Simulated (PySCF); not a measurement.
## C₆ coefficients of unlike pairs at UHF

Calculated with PySCF 2.14 from the dipole response of each species, C₆(A,B) = (3/π) ∫ α_A(iu) α_B(iu) du, in atomic units, from isotropic polarisabilities. For ions this is the dispersion term alone; charge-induced terms of lower order in 1/R come first.

```json
{"species": "V³⁺", "configuration": "[Ar] 3d2 (3F)", "basis": "x2c-TZVPPall with one added diffuse shell each of s, p, d, f type (7s6p5d3f1g)", "relativity": "spin-free X2C", "α (bohr³)": "2.079", "C₆ (like pair)": "5.260"}
{"species": "I³⁺", "configuration": "[Kr] 4d10 5s2 5p2 (3P)", "basis": "x2c-QZVPPall with one added diffuse shell each of s, p, d, f type (14s10p8d5f1g)", "relativity": "spin-free X2C", "α (bohr³)": "10.56", "C₆ (like pair)": "60.64"}
{"species": "Sr", "configuration": "[Kr] 5s2 (1S)", "basis": "dyall-av2z (22s16p11d)", "relativity": "none", "α (bohr³)": "246.0", "C₆ (like pair)": "4380"}
{"species": "Be", "configuration": "[He] 2s2 (1S)", "basis": "aug-cc-pVDZ (4s3p2d)", "relativity": "none", "α (bohr³)": "45.10", "C₆ (like pair)": "280.6"}
```

Q: Estimate C₆ for Be with V³⁺.

A: The integral gives 23.21. The combination rule 2 C_A C_B / (C_A α_B/α_A + C_B α_A/α_B) gives 23.23 and the geometric mean 38.42.

No spin-orbit coupling is included.

The other pairs:

```csv
pair,C₆
"Sr, V³⁺",76.90
"Be, Sr",1061
"Be, I³⁺",103.9
"Sr, I³⁺",349.7
"I³⁺, V³⁺",16.85
```
